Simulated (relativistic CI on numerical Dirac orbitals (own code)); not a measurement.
# Cr⁵⁺ in a cubic cluster: 3s photoemission with charge transfer

Computed with a charge-transfer multiplet model of a cubic metal-ligand cluster with up to 2 ligand holes, Slater and spin-orbit integrals from Dirac-Coulomb-Breit ions, Slater integrals scaled by 0.8. The ground state mixes d1 with configurations of k ligand holes L, whose averages lie at kΔ + k(k − 1)U_dd/2; a core hole lowers each added d electron by U_cd. 300 K, Lorentzian 1.4 eV and Gaussian 0.8 eV FWHM.

Atomic integrals in eV (Slater integrals scaled, ζ unscaled), ground: F2dd 9.377, F4dd 5.906, zeta_d 0.045; with the core hole: F2dd 9.377, F4dd 5.906, zeta_d 0.051, G2cd 10.212. Where a configuration has fewer than two d electrons, the dd integrals are those of d2.

Cluster parameters (eV): Δ = -1.5, U_dd = 5.5, U_cd = 7.1, 10Dq = 1.65, 10Dq(ligand) = 0.3, final-state hopping factor = 0.8.

| Case | n_d | d1 | d2L | d3L2 | S |
| --- | --- | --- | --- | --- | --- |
| V(eg) = 2.15 eV, V(t2g) = -1.05 eV | 2.03 | 0.18 | 0.60 | 0.22 | 0.50 |
| V(eg) = 3.05 eV, V(t2g) = -1.49 eV | 2.04 | 0.20 | 0.57 | 0.24 | 0.50 |
| V(eg) = 3.35 eV, V(t2g) = -1.64 eV | 2.05 | 0.20 | 0.56 | 0.24 | 0.50 |
| V(eg) = 3.65 eV, V(t2g) = -1.78 eV | 2.05 | 0.20 | 0.56 | 0.25 | 0.50 |
| V(eg) = 3.95 eV, V(t2g) = -1.93 eV | 2.05 | 0.20 | 0.55 | 0.25 | 0.50 |

Weights, n_d and S are thermal averages at 300 K. Binding energies count from the first peak over 30 % of the highest in each spectrum, which can be another peak from case to case. The parameters are a model scan and need not match a compound or its usual spin state. Peaks in eV (height, largest 100):
- V(eg) = 2.15 eV, V(t2g) = -1.05 eV: 0.0 (100), 4.0 (52), 7.2 (49), 15.5 (13), 19.9 (5)
- V(eg) = 3.05 eV, V(t2g) = -1.49 eV: 0.0 (100), 4.2 (40), 5.9 (30), 12.9 (9), 16.6 (6), 18.6 (6)
- V(eg) = 3.35 eV, V(t2g) = -1.64 eV: 0.0 (100), 4.1 (38), 6.0 (26), 14.1 (8)
- V(eg) = 3.65 eV, V(t2g) = -1.78 eV: 0.0 (100), 4.1 (37), 6.3 (22), 15.2 (7)
- V(eg) = 3.95 eV, V(t2g) = -1.93 eV: 0.0 (100), 4.0 (36), 6.5 (19), 16.2 (6)

For the case V(eg) = 3.05 eV, V(t2g) = -1.49 eV, Δ = -1.5 eV is smaller than U_dd = 5.5 eV, the charge-transfer side of the Zaanen-Sawatzky-Allen scheme (negative Δ: between configuration averages a ligand hole costs less than the nominal valence; multiplet and field energies can change this for the lowest states). With the core hole the average of the configuration with one ligand hole lies at Δ − U_cd = -8.6 eV before mixing: it lies below the unscreened one, so the lowest final states are mostly screened and the unscreened weight appears at higher binding energy as a satellite.

With at most 2 ligand holes the space is cut while the next configuration still counts, so covalency is underestimated, and a final configuration with one more ligand hole, which can lie low, is missing from the spectra.

Without intra-shell correlation the exchange splitting of the 3s hole comes out too large.
